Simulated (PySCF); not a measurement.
# Computed records: Al₂H₄O, Al₂ClH₂O

Computed with PySCF 2.14.0. Calculation on a computer-drawn molecule: the log of a Hartree-Fock and frozen-core CCSD(T) single point meant for a local Hartree-Fock minimum, with one planted fault or none, to be diagnosed. Offsets are logged minus clean, where the clean run is the same molecule without the fault. The reference is restricted for singlets and unrestricted otherwise, and also for a bond in bohr or an excited solution. Adding or removing an electron swaps singlet and doublet. The excited solution moves the top pair (singlet) or top alpha electron (doublet) to the lowest empty orbital. Highest occupied and lowest empty are orbital energies over both spins, largest force is the largest gradient component, triples share is (T) over the correlation energy, the T1 limit is 0.02 restricted and 0.045 unrestricted, electrons count all cores, a negative frequency is imaginary (commonest isotopes), and the dipole is about the centre of nuclear charge.

Common to all runs: meant charge 0; meant basis cc-pV(D+d)Z; logged SCF converged yes; logged CC converged yes; logged SCF stable within its kind yes; possible faults no fault, one electron removed, one electron added, multiplicity raised by two, geometry at a saddle point, SCF held on an excited solution, minimal basis STO-3G, one bond length entered in bohr, all coordinates scaled.

(1) Al₂H₄O

Logged structure:
```xyz
7
Al2H4O
Al     1.6824     0.0001     0.0000
O      0.0000     0.0002     0.0000
Al    -1.6824     0.0001     0.0000
H      2.4511    -1.3764     0.0000
H      2.4517     1.3762     0.0000
H     -2.4511    -1.3764     0.0000
H     -2.4517     1.3762     0.0000
```

- meant multiplicity: 1
- logged electrons: 38
- logged basis functions: 80
- logged spin squared: 0
- logged highest occupied: -11.097 eV
- logged lowest empty: 1.5927 eV
- logged largest force: 4.242e-05 hartree/bohr
- logged lowest frequency: -104.37 cm⁻¹
- logged T1 diagnostic: 0.014329
- logged D1 diagnostic: 0.039899
- logged triples share: 0.019076
- logged dipole magnitude: 0.0017773 debye
- logged energy HF: -561.1298 hartree
- logged energy CCSD(T): -561.48611 hartree
- planted fault: geometry at a saddle point
- HF energy offset from clean run: 0.8717 kcal/mol
- CCSD(T) energy offset from clean run: 1.178 kcal/mol

Drawn bonds:
```
atom  other atom  order
   1           2      1
   2           3      1
   1           4      1
   1           5      1
   3           6      1
   3           7      1
```

(2) Al₂ClH₂O

Logged structure:
```xyz
6
Al2ClH2O
Al    -0.1910     0.3080    -0.9835
O     -1.5581     0.0541    -0.0265
Al    -2.8576    -0.2920     0.9666
Cl    -2.7185    -1.9795     2.2637
H     -0.1245    -0.3725    -2.4020
H      1.9802     2.0539     0.0617
```

* meant multiplicity: 2
* logged electrons: 53
* logged basis functions: 93
* logged spin squared: 1.5554
* logged highest occupied: -8.3817 eV
* logged lowest empty: 0.59679 eV
* logged largest force: 0.0079498 hartree/bohr
* logged T1 diagnostic: 0.054841
* logged D1 diagnostic: 0.25877
* logged triples share: 0.028568
* logged dipole magnitude: 1.9597 debye
* logged energy HF: -1019.43522 hartree
* logged energy CCSD(T): -1019.89318 hartree
* planted fault: one bond length entered in bohr, row 5 of the drawn bonds
* HF energy offset from clean run: 63.37 kcal/mol
* CCSD(T) energy offset from clean run: 68.75 kcal/mol

Drawn bonds:
```
atom  other atom  order
   1           2      1
   2           3      1
   3           4      1
   1           5      1
   1           6      1
```

Notes: T1 above single-reference limit.
